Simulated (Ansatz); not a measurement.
Basis-set extrapolation for `F[Si](F)(O[SiH3])O[SiH3]` (PBE0-D4/def2-TZVP geometry, frozen core, the Gaussian-basis code of Ansatz). Multiplicity 1, RHF reference.

```json
{"": "HF", "def2-TZVPP": "-1219.458361", "def2-QZVPP": "-1219.505423"}
{"": "MP2 correlation", "def2-TZVPP": "-1.315067", "def2-QZVPP": "-1.430586"}
{"": "CCSD(T) correlation", "def2-TZVPP": "-1.401885", "def2-QZVPP": "not run"}
```

Energies in hartree. Use E(X) = E(∞) + A·exp(−7.88·√X) for Hartree–Fock and E(X) = E(∞) + B·X^(−2.97) for correlation, with X = 3 and 4, and add CCSD(T) minus MP2 of the smaller set to the MP2 limit.

Q: What is the CCSD(T) energy at the basis-set limit?

A: HF limit: -1219.505423 + (-0.047062) × 0.13774 = -1219.51191. MP2 limit: -1.430586 + (-0.115519) × 0.74074 = -1.51616. Higher-order term: -1.401885 − (-1.315067) = -0.08682. Total: -1221.11489 hartree, 159.8 kcal/mol below CCSD(T)/def2-TZVPP.
